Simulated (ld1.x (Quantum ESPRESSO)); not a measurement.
## platinum, TM: configuration errors across variants

- Element: Pt
- Generator: ld1.x (Quantum ESPRESSO) 7.5
- Type: norm-conserving Troullier–Martins (Kleinman–Bylander form)
- Functional: LDA (PZ)
- Relativity: scalar-relativistic
- Frozen core: [Xe] 4f14
- Valence charge: 10
- Reference configuration: 5d9 6s0 6p0 (charge +1)
- Partial waves: 6s (bound, empty): rc 1.85 bohr; 5d (bound): rc 1.65 bohr; 6p (bound, empty): rc 3.05 bohr
- Local potential: the p channel
- Core correction: none

All-electron excitation energies from the reference (eV): (1) 5d9 6s1 6p0 -9.545; (2) 5d8 6s0 6p0 20.259; (3) 5d7 6s0 6p0 52.771; (4) 5d9.5 6s0.5 6p0 -9.631; (5) 5d8 6s1 6p0 1.872; (6) 5d8 6s1 6p1 -2.949; (7) 5d9 6s0.5 6p0 -5.684; (8) 5d9 6s0 6p0 spin -0.129; (9) 5d9 6s1 6p0 spin -9.924.

Spin tests fill each open shell by Hund’s rule, majority spin first.

Tests that are not counted but printed errors over 1 eV. “all radii scaled by about 0.78 (s 1.44, p 2.36, d 1.28 bohr)”: 5d9 6s1 6p0 (solver errors, printed error -647 eV); 5d9 6s1 6p0 (spin-polarised) (solver errors, printed error +8.3 eV); 1 more.

3 further variants failed, have other tests or another functional or relativity, and are left out.

A true bound ghost makes a file unfit for plane-wave use even where its test errors are small: the radial tests pick states by their node count and pass the ghost by.

Errors AE − PS in meV (a dash: test not solved or not reliable):

```tsv
change	(1)	(2)	(3)	(4)	(5)	(6)	(7)	(8)	(9)	bound ghosts
base	+5.4	-106	-481	-12	-65	-88	+2.6	+81	+109	none
wave 5d (bound): rc 1.65 bohr becomes 5d (bound): rc 1.28 bohr	+5.6	-106	-478	-13	-64	-87	+2.7	+81	+109	none
type TM semilocal; local potential the s channel	+7.5	-11	-68	+7.9	-16	-40	+3.4	+83	+111	none
wave 6p (bound): rc 3.05 bohr becomes 6p (bound): rc 4.44 bohr	+11	-125	-555	-8.8	-55	-67	+3.5	+81	+114	none
all radii scaled by about 0.78 (s 1.44, p 2.36, d 1.28 bohr)	–	-101	-460	–	+224	+183	–	+81	–	none
local potential the d channel	+7.2	-11	-68	+6.8	-22	-45	+3.3	+83	+111	s, p
```

Give the same row for: wave 6s (bound): rc 1.85 bohr becomes 6s (bound): rc 2.04 bohr.

+1.6, -107, -481, -12, -80, -103, +1.6, +81, +105; bound ghosts: none.
